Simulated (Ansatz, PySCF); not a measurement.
Bond stretch in BeH (cation, charge +1), singlet. Each curve is given relative to its own lowest point near equilibrium.

```json
[
 {"R / Å": "1.07", "A": "69.0", "B": "69.1", "C": "74.7"},
 {"R / Å": "1.13", "A": "35.6", "B": "35.0", "C": "40.1"},
 {"R / Å": "1.21", "A": "9.9", "B": "9.2", "C": "12.8"},
 {"R / Å": "1.24", "A": "4.7", "B": "4.1", "C": "6.9"},
 {"R / Å": "1.29", "A": "0.3", "B": "0.0", "C": "1.3"},
 {"R / Å": "1.33", "A": "0.0", "B": "0.1", "C": "0.0"},
 {"R / Å": "1.38", "A": "2.9", "B": "3.6", "C": "1.6"},
 {"R / Å": "1.41", "A": "6.2", "B": "7.3", "C": "4.0"},
 {"R / Å": "1.43", "A": "8.8", "B": "10.3", "C": "6.2"},
 {"R / Å": "1.54", "A": "29.6", "B": "33.3", "C": "23.6"},
 {"R / Å": "1.65", "A": "57.1", "B": "63.6", "C": "47.7"},
 {"R / Å": "1.79", "A": "97.2", "B": "107.8", "C": "82.8"},
 {"R / Å": "1.99", "A": "154.9", "B": "173.9", "C": "134.9"},
 {"R / Å": "2.19", "A": "197.9", "B": "237.6", "C": "183.7"},
 {"R / Å": "2.38", "A": "226.6", "B": "292.9", "C": "224.7"},
 {"R / Å": "2.66", "A": "254.4", "B": "363.4", "C": "274.1"},
 {"R / Å": "2.88", "A": "268.8", "B": "409.3", "C": "304.3"},
 {"R / Å": "3.24", "A": "283.8", "B": "468.6", "C": "339.3"},
 {"R / Å": "3.62", "A": "292.5", "B": "513.4", "C": "361.3"},
 {"R / Å": "3.98", "A": "296.8", "B": "543.1", "C": "372.4"},
 {"R / Å": "4.68", "A": "300.3", "B": "577.7", "C": "379.2"},
 {"R / Å": "5.23", "A": "301.1", "B": "592.1", "C": "378.2"}
]
```

Energies in kJ/mol.

Question: Assign the columns to these levels of theory: RHF/cc-pVTZ (PySCF); restricted PBE/cc-pVTZ in Ansatz (an electronic-structure program); unrestricted CAM-B3LYP/cc-pVTZ (PySCF 2.14.0).

Answer: A is UKS-CAM-B3LYP; B is RHF; C is RKS-PBE.

The unrestricted determinant behind UKS-CAM-B3LYP is spin-contaminated at 1.99 to 5.23 Å (<S²> up to 1.0, against 0.00 for a pure singlet). The restricted form behind RHF, RKS-PBE keeps the bonding electrons paired and can't separate into open-shell fragments.
